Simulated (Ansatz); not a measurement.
ethylene glycol (C₂H₆O₂), singlet, at a GFN2-xTB geometry; HF/3-21G (Ansatz, a program for electronic structure).

Input for Ansatz:
Ansatz 0.2 input:
```yaml
crystal:
  periodic: [false, false, false]
  atoms:
    - {symbol: O, position_ang: [1.38862697, -0.50655432, 0.02194566]}
    - {symbol: C, position_ang: [0.63163470, 0.66843375, -0.19835464]}
    - {symbol: C, position_ang: [-0.80964679, 0.23574802, -0.47099206]}
    - {symbol: O, position_ang: [-1.37630039, -0.40343259, 0.64080028]}
    - {symbol: H, position_ang: [2.30215418, -0.26736004, 0.20373679]}
    - {symbol: H, position_ang: [0.65745438, 1.31370296, 0.68995200]}
    - {symbol: H, position_ang: [1.01699273, 1.22851647, -1.06037086]}
    - {symbol: H, position_ang: [-1.42832720, 1.11028504, -0.68117583]}
    - {symbol: H, position_ang: [-0.81625899, -0.43066573, -1.34505395]}
    - {symbol: H, position_ang: [-0.76255508, -1.09967399, 0.90702455]}
basis:
  gaussian:
    orbitals: 3-21G.json
    fitting: {mean_field: cc-pVTZ-JKFIT}
hamiltonian:
  xc: hf
```
The basis file holds 3-21G in the JSON format of the Basis Set Exchange.

Output, abridged:

```
Functional definition: HF
496 factors; integrals over basis functions are off by at most 1.7e-3 eV
mean field evaluation 1: about -6192.5331 eV, gradient 3.3e1 eV
mean field evaluation 2: about -6194.3491 eV, gradient 1.7e1 eV
mean field evaluation 4: about -6194.7691 eV, gradient 3.9e-1 eV
mean field -6194.76985433 eV, -227.6535931806 hartree, gradient 5.3e-5 eV, S^2 0.000000; 0 other end points of the search recorded, 0 dependent functions left out
reference -6194.76985433 eV, -227.6535931806 hartree; 17, 17 occupied and 31, 31 virtual orbitals, 496 factors
Total energy: -6194.76985433 eV, -227.6535931806 hartree
```
